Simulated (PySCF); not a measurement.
**Working out the ionisation energy of S+**

S+ [Ne] 3s2 3p3 (4S) → S(2+) [Ne] 3s2 3p2 (3P). Computed with PySCF 2.14 in def2-QZVPPD (10s7p5d2f1g, 79 functions), with the non-relativistic Hamiltonian (point nucleus). Frozen: [Ne]. Energies in hartree (1 hartree = 27.21139 eV):

```json
{"part": "UHF", "S+ (lower)": "-397.173617", "S(2+) (upper)": "-396.338551"}
{"part": "CCSD correlation", "S+ (lower)": "-0.114532", "S(2+) (upper)": "-0.093094"}
{"part": "(T)", "S+ (lower)": "-0.004264", "S(2+) (upper)": "-0.002529"}
```

Q: What does Hartree-Fock give?

A: (-396.338551) − (-397.173617) = 0.835066 hartree = 22.723 eV.

Q: What do CCSD and CCSD(T) give?

A: The CCSD correlation energies differ by 0.021438 hartree = 0.583 eV and the triples by 0.001735 hartree = 0.047 eV, so CCSD gives 23.306 eV and CCSD(T) 23.353 eV.

A first-order spin-orbit estimate adds -0.061 eV to CCSD(T) (valence), giving 23.292 eV against 23.338 eV (measured; NIST Atomic Spectra Database, ionization energies).

What remains against the reference includes basis incompleteness, the frozen core and higher excitations.
